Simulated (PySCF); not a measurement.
How methods differ on the ionisation energy of Ru³⁶⁺

Ru³⁶⁺ [He] 2s2 2p4 (3P) → Ru³⁷⁺ [He] 2s2 2p3 (4S), as a difference of total energies. Calculation: PySCF 2.14, in an uncontracted even-tempered set (17 s from 13 bohr⁻², ratio 2.2; 11 p from 16 bohr⁻², ratio 2.2; 6 d from 71 bohr⁻², ratio 2.4; 5 f from 110 bohr⁻², ratio 2.4; 4 g from 160 bohr⁻², ratio 2.4); the non-relativistic Hamiltonian (point nucleus). Correlated levels: nothing frozen; virtual orbitals above 40 to 60 times the deepest correlated orbital energy dropped. The calculations carry no spin-orbit coupling.

```csv
method,ionisation energy (eV)
UHF,5093.3
LDA,5090.5
PBE,5095.9
PBE0,5095.7
r2SCAN,5096.9
BP86,5097.4
BHandHLYP,5096.0
MP2 (all electrons),5094.9
SCS-MP2 (all electrons),5095.0
```

Spin-orbit coupling is strong in these open shells (close to jj coupling). The scalar numbers leave it out and a first-order estimate fails, so it can dominate the gap to the real levels.

The gap to the reference is mostly relativistic.

For comparison: 5136 ± 11 eV (semi-empirical (NIST evaluation); NIST Atomic Spectra Database, ionization energies).
